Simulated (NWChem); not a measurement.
System: C3H4Cl2Si; SMILES [SiH3]C(Cl)=C=CCl

NWChem input:

```
start job
memory heap 200 mb stack 900 mb global 1100 mb
geometry units angstroms noautoz
  Si    -1.496046     1.831779    -0.111975
  C      0.074128     0.810820     0.126302
  Cl     1.565851     1.693976    -0.138259
  C      0.088398    -0.454949     0.460108
  C      0.044916    -1.715107     0.811082
  Cl    -0.020074    -3.020229    -0.323696
  H     -2.677523     0.957453     0.134376
  H     -1.514264     2.363312    -1.505150
  H     -1.475793     2.970343     0.851534
  H      0.048604    -2.035873     1.857419
end
basis spherical
  * library def2-svp
end
dft
  xc slater vwn_5
  iterations 150
  mulliken
end
task dft energy
```

Coordinates come from a PBE0/def2-SVP optimisation.

### Question
What results follow from this input? (LDA (Slater exchange, VWN5)/def2-SVP.) Quantities: energy (Ha); highest occupied level (eV); orbital gap (eV); dipole (D).

### Answer
energy (Ha): -1320.88
highest occupied level (eV): -6.46
orbital gap (eV): 4.26
dipole (D): 1.20
